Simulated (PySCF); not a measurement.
Computed vibrations of [Dy(NH3)3]3+

[Dy(NH3)3]3+ (singlet in the valence; each metal's 4f electrons, 9 of them, lie in its core potential, out of spins and levels). PySCF 2.14.0, RKS PBE0, Dy lcecp-1-SVP with ECP55, N def2-SVP, H def2-SVP; non-relativistic Hamiltonian with scalar-relativistic core potentials where named; density fitting; no spin-orbit coupling. Central differences of gradients.

```xyz
13

Dy    0.0000    0.0000    0.1872
N     2.2700   -0.0007   -0.5765
H     2.9682   -0.3078    0.1277
H     2.4821   -0.6127   -1.3861
H     2.6448    0.9171   -0.8804
N    -1.1344    1.9662   -0.5765
H    -1.2175    2.7244    0.1277
H    -0.7104    2.4559   -1.3861
H    -2.1166    1.8319   -0.8804
N    -1.1356   -1.9655   -0.5765
H    -1.7507   -2.4166    0.1277
H    -1.7717   -1.8432   -1.3861
H    -0.5282   -2.7490   -0.8804
```

Run from Python with OMP_NUM_THREADS=2. Where DIIS fails, smearing, a level shift and second-order steps follow.
It took 2.7 min on 2 threads of Intel(R) Xeon(R) 6975P-C (Granite Rapids) (shared host).

What are the harmonic wavenumbers and infrared intensities?

Modes are labelled in C3; negative numbers are unstable modes, those under 60 cm⁻¹ near the noise; a finer grid moves soft modes by up to 10 cm⁻¹.
```csv
cm⁻¹,km/mol,symmetry
-36,–,e
-36,–,e
-29,–,a
55,12.2,a
79,5.6,e
79,5.6,e
365,0.1,a
368,6.8,e
368,6.8,e
637,0.5,a
656,35.4,e
656,35.4,e
687,73.2,e
687,73.2,e
688,174.7,a
1416,195.2,e
1416,195.2,e
1422,38.1,a
1602,85.5,a
1604,66.1,e
1604,66.1,e
1607,16.3,e
1607,16.3,e
1608,52.8,a
3344,348.1,e
3344,348.1,e
3354,11.1,a
3411,45.7,e
3411,45.7,e
3413,400.4,a
3421,90.8,a
3424,218.0,e
3424,218.0,e
```

Is this a minimum?

Probably not: 3 unstable, though so soft as to be near the noise; the lowest moves the atoms so:
```
Dy   0.00  0.00  0.00
N   -0.01 -0.01 -0.02
H    0.00 -0.02 -0.03
H   -0.02 -0.02 -0.03
H    0.00 -0.02 -0.03
N   -0.02  0.00  0.01
H   -0.37 -0.17  0.15
H    0.20  0.23  0.27
H    0.11 -0.08 -0.36
N    0.00  0.00  0.01
H   -0.31  0.23 -0.12
H    0.30 -0.08 -0.24
H    0.00 -0.14  0.39
```

An lcecp potential fixes the number of 4f electrons, so in runs with it no electron can move into or out of that shell.
